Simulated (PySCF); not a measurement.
SMILES C1S(=O)(CCC1)=O, GFN2-xTB optimised geometry.

```
15

O     -2.07     0.08    -2.33
S     -1.14    -0.75    -1.62
O     -1.48    -2.14    -1.46
C      0.53    -0.59    -2.36
C      1.22     0.37    -1.42
C      0.78     0.00     0.00
C     -0.74     0.00     0.00
H      0.97    -1.59    -2.35
H      0.43    -0.23    -3.37
H      2.31     0.31    -1.51
H      0.91     1.39    -1.64
H      1.18     0.70     0.73
H      1.14    -1.00     0.25
H     -1.18    -0.61     0.78
H     -1.16     1.00     0.00
```

Density from B3LYP/def2-TZVP in PySCF at that geometry.

Minimum of the electron density along straight lines between bonded atoms, close to the bond critical point (lines longer than 1.1 times the sum of covalent radii, or with two minima, are not listed):

```json
[
 {"bond": "O1–S2", "length / Å": "1.437", "ρ at the minimum / e bohr⁻³": "0.310", "∇²ρ there / e bohr⁻⁵": "0.96", "position (fraction from the first atom)": "0.60"},
 {"bond": "S2–O3", "length / Å": "1.437", "ρ at the minimum / e bohr⁻³": "0.310", "∇²ρ there / e bohr⁻⁵": "0.96", "position (fraction from the first atom)": "0.40"},
 {"bond": "S2–C4", "length / Å": "1.832", "ρ at the minimum / e bohr⁻³": "0.194", "∇²ρ there / e bohr⁻⁵": "-0.36", "position (fraction from the first atom)": "0.55"},
 {"bond": "C4–C5", "length / Å": "1.513", "ρ at the minimum / e bohr⁻³": "0.253", "∇²ρ there / e bohr⁻⁵": "-0.64", "position (fraction from the first atom)": "0.51"},
 {"bond": "C5–C6", "length / Å": "1.532", "ρ at the minimum / e bohr⁻³": "0.246", "∇²ρ there / e bohr⁻⁵": "-0.60", "position (fraction from the first atom)": "0.50"},
 {"bond": "S2–C7", "length / Å": "1.832", "ρ at the minimum / e bohr⁻³": "0.194", "∇²ρ there / e bohr⁻⁵": "-0.36", "position (fraction from the first atom)": "0.55"},
 {"bond": "C6–C7", "length / Å": "1.513", "ρ at the minimum / e bohr⁻³": "0.253", "∇²ρ there / e bohr⁻⁵": "-0.64", "position (fraction from the first atom)": "0.49"},
 {"bond": "C4–H8", "length / Å": "1.086", "ρ at the minimum / e bohr⁻³": "0.285", "∇²ρ there / e bohr⁻⁵": "-1.00", "position (fraction from the first atom)": "0.65"},
 {"bond": "C4–H9", "length / Å": "1.084", "ρ at the minimum / e bohr⁻³": "0.286", "∇²ρ there / e bohr⁻⁵": "-1.01", "position (fraction from the first atom)": "0.65"},
 {"bond": "C5–H10", "length / Å": "1.091", "ρ at the minimum / e bohr⁻³": "0.282", "∇²ρ there / e bohr⁻⁵": "-0.98", "position (fraction from the first atom)": "0.64"},
 {"bond": "C5–H11", "length / Å": "1.092", "ρ at the minimum / e bohr⁻³": "0.282", "∇²ρ there / e bohr⁻⁵": "-0.97", "position (fraction from the first atom)": "0.64"},
 {"bond": "C6–H12", "length / Å": "1.091", "ρ at the minimum / e bohr⁻³": "0.282", "∇²ρ there / e bohr⁻⁵": "-0.98", "position (fraction from the first atom)": "0.64"},
 {"bond": "C6–H13", "length / Å": "1.092", "ρ at the minimum / e bohr⁻³": "0.282", "∇²ρ there / e bohr⁻⁵": "-0.97", "position (fraction from the first atom)": "0.64"},
 {"bond": "C7–H14", "length / Å": "1.084", "ρ at the minimum / e bohr⁻³": "0.286", "∇²ρ there / e bohr⁻⁵": "-1.01", "position (fraction from the first atom)": "0.65"},
 {"bond": "C7–H15", "length / Å": "1.086", "ρ at the minimum / e bohr⁻³": "0.285", "∇²ρ there / e bohr⁻⁵": "-1.00", "position (fraction from the first atom)": "0.65"}
]
```
